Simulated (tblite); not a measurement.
Compound: C6H8ClO (doublet state).
Structure used (GFN2-xTB), in Å, numbered top down from 1:
```xyz
16
C6H8ClO angstrom
O     -2.0992   -0.1875   -1.3209
C     -1.1380   -0.2598   -0.5311
C      0.1245   -1.0680   -0.8255
C      1.2510   -0.4757    0.0167
Cl     2.8407   -0.6549   -0.7818
C      0.9063    1.0045    0.2222
C     -0.5896    1.0725    0.2813
C     -1.3361    0.0440    1.0013
H      0.3405   -0.9651   -1.8909
H     -0.0350   -2.1271   -0.6198
H      1.3506   -0.9926    0.9731
H      1.2718    1.5929   -0.6213
H      1.3676    1.3958    1.1324
H     -1.0819    1.9962    0.0182
H     -2.3607    0.2600    1.2641
H     -0.8201   -0.6262    1.6706
```

Computed values, GFN2-xTB/tblite, gas phase, harmonic and unscaled. Against measured fundamentals such values can be off by several per cent, at times by over 20. One conformer, not necessarily the lowest. Open shells enter through the occupations alone, without spin polarisation, and single modes of such species can be off by tens of per cent.

Harmonic wavenumbers (cm⁻¹): 102.6, 187.6, 234.8, 317.9, 345.0, 406.9, 414.4, 464.5, 506.2, 564.7, 710.5, 775.9, 819.9, 881.0, 917.2, 940.4, 957.5, 970.3, 1013.6, 1046.0, 1069.2, 1107.2, 1124.5, 1156.0, 1203.5, 1226.6, 1253.2, 1278.8, 1296.7, 1347.4, 1432.5, 1455.9, 1462.0, 1502.3, 2945.4, 2958.6, 2985.4, 2992.3, 2997.1, 3083.2, 3088.4, 3112.4.

A = 3875, B = 1109, C = 975.0 MHz; mass 131.026 u (most abundant isotopes); point group C1, symmetry number 1; spin multiplicity 2.

Question: What is the zero-point energy?

Answer: ½Σν̃ = 27328 cm⁻¹ = 78.13 kcal/mol.

Question: Give the ideal-gas entropy at 400 K and 1 bar in the rigid-rotor, harmonic-oscillator model (classical rotation).

Answer: Translation 42.01, rotation 29.61, vibration 23.81, spin (R ln 2) 1.38: S = 96.8 cal/(mol K).

Question: And Cp and H(400 K) − H(0)?

Answer: Cp = 40.22 cal/(mol K), of which vibrations give 32.27 (their classical limit is 42 R = 83.5); H(400 K) − H(0) = 8.89 kcal/mol without the zero-point energy, 5.71 from vibrations.

Question: What must be added to the electronic energy to get the Gibbs energy at 400 K and 1 bar?

Answer: ZPE + [H(400 K) − H(0)] − T·S = 78.13 + 8.89 − 38.72 = 48.30 kcal/mol.

Question: Which modes carry the vibrational entropy at 400 K?

Answer: 102.6 cm⁻¹: 3.98; 187.6 cm⁻¹: 2.81; 234.8 cm⁻¹: 2.38; 317.9 cm⁻¹: 1.83; 345.0 cm⁻¹: 1.68; 406.9 cm⁻¹: 1.40 cal/(mol K); the other 36 give 9.74 together.

Hindered rotation and anharmonicity are outside this model. Other conformers, if any are populated, would add a mixing term that is left out. The structure is chiral; the term R ln 2 for an equal mix with its mirror image is left out.

On an Arm Neoverse V1 with one thread, no GPU (shared host), this took 0.56 s of wall time. The figure is for the frequency step alone.
